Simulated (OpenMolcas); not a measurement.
Co3+ (d6) in a complex was computed by SS-CASPT2, IPEA 0.25 Eh, imaginary shift 0.1 Eh with the d shell active (OpenMolcas, ANO-RCC-VDZP on the metal). Its lowest spin-free states, and all those of the highest spin:

```json
{"2S+1": "5", "Degeneracy": "1", "E (cm-1)": "0"}
{"2S+1": "5", "Degeneracy": "1", "E (cm-1)": "5050"}
{"2S+1": "3", "Degeneracy": "1", "E (cm-1)": "8640"}
{"2S+1": "3", "Degeneracy": "2", "E (cm-1)": "11040"}
{"2S+1": "5", "Degeneracy": "2", "E (cm-1)": "11060"}
{"2S+1": "3", "Degeneracy": "1", "E (cm-1)": "12470"}
{"2S+1": "5", "Degeneracy": "1", "E (cm-1)": "12970"}
{"2S+1": "1", "Degeneracy": "1", "E (cm-1)": "13570"}
{"2S+1": "3", "Degeneracy": "1", "E (cm-1)": "14030"}
{"2S+1": "3", "Degeneracy": "2", "E (cm-1)": "14390"}
{"2S+1": "1", "Degeneracy": "1", "E (cm-1)": "14500"}
{"2S+1": "1", "Degeneracy": "1", "E (cm-1)": "15100"}
```

Is the site octahedral, tetrahedral or cube-like, axial, or of lower symmetry?

The states with 2S+1 = 5 have orbital degeneracies 1, 1, 2, 1. There are pairs but no triples, so the site is axial: not cubic, but with a proper or improper axis of order three or more. The run had Co3+ with 4 ligands (hydroxide) in tetrahedral coordination (S4) at 1.81 Å. A charge of +0.25 e stands 2.8 Å behind each ligand. Ligand basis ANO-RCC-VDZP.

Over all roots computed the reference weight is 0.66 to 0.74; the roots of lowest weight are the least certain, and an intruder state may touch them. A single d shell leaves out the double-shell effect, which counts most for late 3d ions, where the CASPT2 field can be off either way by tens of per cent. Ligand-to-metal charge-transfer states are missing. With no ligand orbital active B as a rule stays too high, so bands that hang on it stand too high and its fall with covalency is understated. With one d shell and no ligand orbital active, 10Dq can be off by a tenth or more. No measured value stands beside these numbers; the geometry was imposed, not optimised, and the real ion may take another.
